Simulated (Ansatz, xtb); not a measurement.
## Relative energy of two isomers of C4H6OSi

Structure X is `O=CC#CC[SiH3]`, a singlet and structure Y is `C#C[C@@H]([SiH3])C=O`, a singlet. Both are isolated molecules in the gas phase, relaxed with B3LYP/def2-SVP, each in the lowest conformer that the search found.

Quicker runs give these differences E(Y) − E(X): GFN2-xTB +2.91 kcal/mol; HF/STO-3G +7.68 kcal/mol (at GFN2-xTB geometries); r2SCAN-D4/def2-SVP +5.09 kcal/mol (at GFN2-xTB geometries).

Estimate E(Y) − E(X) at the level CCSD(T)/def2-SVP + ΔMP2/def2-TZVPP.

Calculated at CCSD(T)/def2-SVP + ΔMP2/def2-TZVPP: E(Y) − E(X) = +1.45 kcal/mol, so structure X lies lower.

How the difference moves with the method:

| level | geometry | E(Y) − E(X) (kcal/mol) | departure from the last row (kcal/mol) | job, with rough time for the two |
| --- | --- | --- | --- | --- |
| GFN2-xTB | GFN2-xTB | +2.91 | +1.45 | optimisation, 0.34 s |
| HF/STO-3G | GFN2-xTB | +7.68 | +6.23 | single point, 0.3 s |
| r2SCAN-D4/def2-SVP | GFN2-xTB | +5.09 | +3.64 | single point, 2.2 s |
| B3LYP/def2-SVP | B3LYP/def2-SVP | +5.54 | +4.09 | optimisation, 49 s |
| HF/def2-SVP | B3LYP/def2-SVP | +2.80 | +1.34 | part of the CCSD(T) run |
| MP2/def2-SVP | B3LYP/def2-SVP | +2.38 | +0.92 | part of the CCSD(T) run |
| CCSD(T)/def2-SVP | B3LYP/def2-SVP | +2.19 | +0.74 | single point |
| CCSD(T)/def2-SVP + ΔMP2/def2-TZVPP | B3LYP/def2-SVP | +1.45 |  | single point, 25 s |

As drawn, both hold the same kinds of bond in the same numbers.

None of the levels shown reverses the order. The largest departure from CCSD(T)/def2-SVP + ΔMP2/def2-TZVPP is that of HF/STO-3G, 6.23 kcal/mol. The last row adds to CCSD(T) the change of the MP2 difference between the two basis sets, here −0.74 kcal/mol.

With thermal terms from frequencies at re-optimised GFN2-xTB minima (ideal gas, soft modes damped towards free rotors, one conformer each, 298.15 K, 1 atm): on the last row, ΔE + ΔZPE = +1.21, ΔH = +1.12, ΔG = +1.69 kcal/mol.

The correlated steps freeze 10 core orbitals. Mirror images aren't counted in ΔG. Codes used: Ansatz 0.2.0, xtb 6.7.1; the last row on 2 threads of Intel(R) Xeon(R) 6975P-C (Granite Rapids) on a shared host.
